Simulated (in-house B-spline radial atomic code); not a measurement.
A calculation on the silicon ion Si⁵⁺ (an excited or competing configuration): its settings, and results tabulated from the run. All numbers are computed (scalar-relativistic (X2C) CAM-B3LYP, spin-polarised, spherical fractional occupations, exact exchange averaged over the configuration; Fermi nucleus of rms radius 3.1224 fm) with a radial B-spline atomic code at the basis-set limit, not measured.

Command:
```bash
python run_scf.py task.json out
```
Settings (nuclear radius in fm, mass in u):
```
Z                14
configuration    [He] 2s1 2p5 3d1
hamiltonian      x2c
method           camb3lyp
spin_polarised   True
nucleus          fermi
rms_radius       3.1224
atomic_mass      27.97693
speed_of_light   137.035999084
exact_exchange   averaged over the configuration
```

Output (hartree, bohr):
```
 radial grid: 67 intervals, B-splines of order 8, outer radius 12.1053 bohr

 iter        energy (Eh)    residual
    1        -267.000994    7.05e-01
    2        -272.563194    2.17e-01
    3        -273.017359    7.66e-02
    4        -273.080304    2.67e-02
    5        -273.088948    8.12e-03
    6        -273.089746    1.36e-04
    7        -273.089746    5.93e-06
    8        -273.089746    4.93e-07
    9        -273.089746    2.21e-09

 total energy                      -273.08975
 kinetic                             273.9812
 electron-nucleus                   -616.6575
 Hartree                              86.6287
 exact exchange                       -3.5876
 exchange-correlation                -13.4545

 orbital      occ     eigenvalue          <r>       <r^2>       <1/r>     <1/r^3>       r_max
 1s up      1.000       -71.5007      0.11092   0.0165767     13.7149           -     0.07237
 1s down    1.000       -71.3251     0.110875   0.0165557     13.7155           -      0.0724
 2s up      1.000        -9.6252     0.533711    0.336972     2.75485           -      0.4395
 2p up      3.000        -8.0630     0.488183    0.294444     2.65034     56.7934      0.3684
 2p down    2.000        -7.7225     0.492724    0.301002     2.63635     56.4819      0.3685
 3d up      1.000        -2.0332      1.57289     2.87727    0.760718    0.900818       1.326
```

Run time, properties included: 0.22 s on 1 thread of Intel(R) Xeon(R) 6975P-C, with other jobs on the host.
